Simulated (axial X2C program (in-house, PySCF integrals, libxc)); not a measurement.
## ReN along the bond: TPSS, 2c

Calculated with an in-house relativistic program for diatomic molecules. Two-component (2c) means X2C with spin–orbit coupling and atomic mean-field two-electron Coulomb and Gaunt terms. Basis: Re dyall-cv3z [13s14p9d7f4g], N dyall-av3z [7s7p3d2f] (cores contracted in-house); Gaussian nuclei, density fitting, unrestricted open shells. Masses: Re 186.956 u, N 14.003 u.

State: Ω = 1 (⟨Sz⟩ = 0.99, ⟨Lz⟩ = 0.01 at TPSS). Dipoles are positive if N is the positive end.

Results along the bond:

```json
{"R (Å)": "1.410", "μ (D)": "-1.027", "HOMO (eV)": "-4.99", "LUMO (eV)": "-4.85"}
{"R (Å)": "1.475", "μ (D)": "-1.418", "HOMO (eV)": "-5.08", "LUMO (eV)": "-4.86"}
{"R (Å)": "1.524", "μ (D)": "-1.674", "HOMO (eV)": "-5.13", "LUMO (eV)": "-4.87"}
{"R (Å)": "1.572", "μ (D)": "-1.903", "HOMO (eV)": "-5.17", "LUMO (eV)": "-4.88"}
{"R (Å)": "1.621", "μ (D)": "-2.105", "HOMO (eV)": "-5.20", "LUMO (eV)": "-4.88"}
{"R (Å)": "1.678", "μ (D)": "-2.313", "HOMO (eV)": "-5.22", "LUMO (eV)": "-4.89"}
{"R (Å)": "1.734", "μ (D)": "-2.493", "HOMO (eV)": "-5.22", "LUMO (eV)": "-4.88"}
{"R (Å)": "1.807", "μ (D)": "-2.684", "HOMO (eV)": "-5.20", "LUMO (eV)": "-4.84"}
{"R (Å)": "1.897", "μ (D)": "-2.833", "HOMO (eV)": "-5.14", "LUMO (eV)": "-4.75"}
{"R (Å)": "2.026", "μ (D)": "-2.831", "HOMO (eV)": "-5.01", "LUMO (eV)": "-4.53"}
```

Occupations by symmetry block were frozen at the best pattern of an incomplete PBE0 search. Density functionals use the spin component along the axis (collinear). PBE0 can misorder states that lie within some tenths of an eV, so this need not be the ground state of the molecule. The nearest other 2c determinant of the search, Ω = 0, lies 0.25 eV up at the distance of the search. With several unpaired electrons one determinant need not be a pure state. Open-shell Ω = 0 determinants with evenly filled partner blocks cannot be reached by this program, so the Ω shown need not be the lowest component. The determinant is spin-polarised beyond a pure state at some levels (its spin-free form has ⟨S²⟩ too high), which makes Re and μ there less reliable.
